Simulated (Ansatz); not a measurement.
Basis-set extrapolation for CH₈FNOSi₂ (`CO[Si](N)(F)[SiH3]`) (PBE0-D4/def2-TZVP geometry, frozen core, Ansatz 0.2.0). Multiplicity 1, RHF reference.

```json
{"": "HF", "def2-TZVPP": "-849.432043", "def2-QZVPP": "-849.463934"}
{"": "MP2 correlation", "def2-TZVPP": "-1.116005", "def2-QZVPP": "-1.205545"}
{"": "CCSD(T) correlation", "def2-TZVPP": "-1.208039", "def2-QZVPP": "not run"}
```

Energies in hartree. Use E(X) = E(∞) + A·exp(−7.88·√X) for Hartree–Fock and E(X) = E(∞) + B·X^(−2.97) for correlation, with X = 3 and 4, and add CCSD(T) minus MP2 of the smaller set to the MP2 limit.

Q: What is the CCSD(T) energy at the basis-set limit?

A: HF limit: -849.463934 + (-0.031891) × 0.13774 = -849.46833. MP2 limit: -1.205545 + (-0.089540) × 0.74074 = -1.27187. Higher-order term: -1.208039 − (-1.116005) = -0.09203. Total: -850.83223 hartree, 120.6 kcal/mol below CCSD(T)/def2-TZVPP.
